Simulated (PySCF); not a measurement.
A run for PySCF: R-HF/3-21G on AsBF2H2 (SMILES FB(F)[AsH2]), a point of a torsion scan.

```python
from pyscf import gto, scf, dft, mp
from pyscf.data.elements import chemcore

mol = gto.M(
    atom='''
    F    -1.73703480   -0.95931123    0.52577500
    B    -0.87915924   -0.08162205    0.03997006
    F    -1.46096186    0.93592212   -0.56568022
    As    1.11507539   -0.36136590    0.08857246
    H     1.40067462    1.10761018    0.17099556
    H     1.13385762   -0.46891233    1.58335317
    ''',
    basis='3-21g',
    charge=0, spin=0, verbose=3, max_memory=1800)
mf = scf.RHF(mol)
mf.conv_tol = 1e-8
mf.max_cycle = 100
mf.kernel()
if not mf.converged:
    mf = mf.newton().run(mf.mo_coeff, mf.mo_occ)
```

The log:

```
converged SCF energy = -2447.04977011515
```

The calculation finished and met its thresholds.

Cost: very roughly 0.3 core-seconds.
